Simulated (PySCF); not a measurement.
C3H9BO3, SMILES COB(OC)OC. Coordinates come from a PBE0-D3(BJ)/def2-SVP optimisation. The isomer is the one that the SMILES or the coordinates give; other isomers of the formula were not compared. The values are those of a single conformer.

Computed equilibrium geometry at PBE0-D3(BJ)/def2-SVP (PySCF confirms it by a frequency run) as Cartesian coordinates in Å (one conformer of several):
```xyz
16

B      0.0007    -0.0004    -0.0006
O      0.8409     0.9067     0.5680
C      0.7420     2.2685     0.2453
H     -0.2441     2.6807     0.5164
H      1.5172     2.8125     0.8040
H      0.8935     2.4441    -0.8326
O      0.1044    -1.3188     0.3209
C      1.0703    -1.7532     1.2412
H      0.9225    -1.2953     2.2333
H      0.9854    -2.8449     1.3406
H      2.0916    -1.5063     0.9073
O     -0.9442     0.4113    -0.8894
C     -1.8136    -0.5145    -1.4856
H     -2.3545    -1.1109    -0.7328
H     -2.5449     0.0396    -2.0916
H     -1.2717    -1.2154    -2.1424
```
